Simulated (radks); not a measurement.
Values are calculated unless marked as measured or tabulated.
Valence configurations of neutral holmium (all share [Xe]). Level of theory: scalar-relativistic Kohn-Sham, PBE, spin-polarised, spherical densities, point nucleus; open shells are filled with parallel spins first (spin-orbit coupling, left out, can overturn this in heavy ions) (a radial shooting solver on a logarithmic mesh with Libxc functionals). Order these by energy: 4f10 5d2 6p1; 4f10.5 5d1 6s1 6p0.5; 4f10 6s2 6p1; 4f10 5d2 6s1; 4f9 5d2 6s2; 4f11 5d1.5 6s0.5; 4f11 5d1 6s1; 4f9.5 5d2 6s1 6p0.5; 4f11 6s2; 4f10.5 6s2 6p0.5.

Answer. From the lowest, in eV above it: 4f11 6s2 0.000; 4f10.5 6s2 6p0.5 1.250; 4f11 5d1 6s1 2.206; 4f10.5 5d1 6s1 6p0.5 2.770; 4f11 5d1.5 6s0.5 3.650; 4f10 5d2 6s1 4.026; 4f10 6s2 6p1 4.388; 4f10 5d2 6p1 7.059; 4f9.5 5d2 6s1 6p0.5 7.125; 4f9 5d2 6s2 10.048. NIST lists [Xe] 4f11 6s2 as the ground configuration; this level of theory agrees among the configurations tried. The energies are those of spherical high-spin densities, not of single terms.
